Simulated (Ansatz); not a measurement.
This geometry of CH$_{2}$AlF$_{2}$ (6 atoms, charge -1, multiplicity 1) is a first-order saddle point.

Level of theory: RKS PBE/def2-SVP in Ansatz 0.2.0.

```xyz
6
Properties=species:S:1:pos:R:3
F 0.281 2.064 -0.684
C -0.098 0.684 -0.870
Al 0.101 -0.571 0.548
F 1.348 -1.754 0.412
H -1.085 0.676 -1.406
H -0.547 -1.099 1.999
```

Question: Which two structures does it join? (They come from a converged band through this point; their orientation in space is the band's.)

Answer: No bond is made or broken.

Image 0:

```xyz
6
Properties=species:S:1:pos:R:3
F -0.603 2.002 -0.486
C -0.137 0.689 -0.710
Al 0.121 -0.600 0.603
F 0.700 -2.176 0.187
H 0.047 0.558 -1.802
H -0.128 -0.473 2.207
```

Image 6:

```xyz
6
Properties=species:S:1:pos:R:3
F -0.035 0.880 -1.992
C -0.180 0.773 -0.599
Al 0.148 -0.654 0.537
F 0.726 -2.223 0.110
H -0.556 1.745 -0.196
H -0.104 -0.522 2.140
```

Question: How far does it lie above each of them?

Answer: 98.7 kJ/mol above the first and 101.8 kJ/mol above the second. This is the barrier of this one path; another mechanism may lie lower. Limits of this set-up: an anion without diffuse functions, the dipole of an ion depends on the origin.

Time of the run: 2.2 min on 1 thread of Arm Neoverse V1, on a shared host, peak memory 0.24 GiB.
